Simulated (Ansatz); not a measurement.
Basis-set extrapolation for CH₆OSi₂, SMILES `C1O[SiH2][SiH2]1` (PBE0-D4/def2-TZVP geometry, frozen core, Ansatz 0.2.0). Multiplicity 1, RHF reference.

```
                      def2-TZVPP   def2-QZVPP
                 HF  -694.152787  -694.176297
    MP2 correlation    -0.646773    -0.694918
CCSD(T) correlation    -0.719589      not run
```

Energies in hartree. Use E(X) = E(∞) + A·exp(−7.88·√X) for Hartree–Fock and E(X) = E(∞) + B·X^(−2.97) for correlation, with X = 3 and 4, and add CCSD(T) minus MP2 of the smaller set to the MP2 limit.

What is the CCSD(T) energy at the basis-set limit?

HF limit: -694.176297 + (-0.023510) × 0.13774 = -694.17954. MP2 limit: -0.694918 + (-0.048145) × 0.74074 = -0.73058. Higher-order term: -0.719589 − (-0.646773) = -0.07282. Total: -694.98294 hartree, 290.3 kJ/mol below CCSD(T)/def2-TZVPP.
